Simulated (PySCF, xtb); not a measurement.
Cl₂H₅NSi₂, SMILES [SiH2](N[SiH2]Cl)Cl.

xtb with GFN2-xTB at its own geometry gives an orbital gap of 5.32 eV and a dipole moment of 1.79 D.

The structure is a stationary point at PBE0-D3(BJ)/def2-SVP. Other conformers were not sampled.

Question: What does CAM-B3LYP/def2-TZVP (PySCF) give? (The exact figures need the calculation; the answer reports its results.)

Answer: gap 10.62 eV (levels -9.77 and 0.85 eV), dipole 1.00 D.
